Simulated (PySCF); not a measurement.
Molecule: SMILES [Si](C)(C)(C)O[SiH3] (C3H12OSi2). Atoms near the plane z = 0.8 Å, at the GFN2-xTB optimised geometry (x, y, z in Å): Si1 (2.0, -1.0, 0.0), O2 (0.5, -0.5, 0.0), Si3 (-1.2, -0.5, 0.0), C4 (-1.8, -1.4, 1.6), C5 (-1.7, 1.3, 0.0), H7 (2.3, -1.8, 1.2), H9 (2.8, 0.2, 0.0), H10 (-2.8, -1.4, 1.6), H12 (-1.4, -2.5, 1.6), H13 (-1.3, 1.8, 0.9), H14 (-2.8, 1.4, 0.0).

Method: PySCF 2.14.0 with B3LYP/def2-SVP. The values are rescaled to run from 0 to 1.

```
|                             |
|                             |
|                             |
|                             |
|         ...                 |
|      ..::-::.               |
|     .:--=+=-:.              |
|    :--=+***+=:              |
|   .-=++*#%%*+-.             |
|   :=+**#%@@#+-.    ....     |
|  .:=+*#%%@%#+-:. .::--::.   |
|   :=+*##%%#*+---::--===-:   |
|   :-=+*####*+====-=++++=:.  |
|   .:-=+*###*****+++***+=-.  |
|   .:-=+*###**###****#**=-:  |
|   .:-=+*######%%#**##*+=-.  |
|   :-=+*#%%%###%%#####*+=-.  |
|  .:=+*#%%%%#######%%%#+=:.  |
|  .-=+*#%%%%#*****#%%%#*=:.  |
|  .:=+*##%%#*+=++*#%@%#+=:.  |
|   :-=+**##*+=--=+*#%#*+-:   |
|   .:-==+***+-:::=+***+=-.   |
|    .::-=+++=-:..:-====-:    |
|      .:-===-:.  .:---:.     |
|       .::-::.    .....      |
|         ...                 |
|                             |
|                             |
|                             |
```
Scale: ten equal steps from 0.000 (start of ' ') to 1.00 (end of '@'), in the order ' .:-=+*#%@'; x runs from -5.00 to 5.00, y from -5.00 (bottom) to 5.00 (top).

Which quantity is mapped?
(A) log10 of the electron density
(B) an orbital amplitude
(C) deformation density (molecule minus spherical neutral atoms)
(D) electrostatic potential

A, log10 of the electron density. In full: log10 of the electron density (e/bohr³), floored at −4.
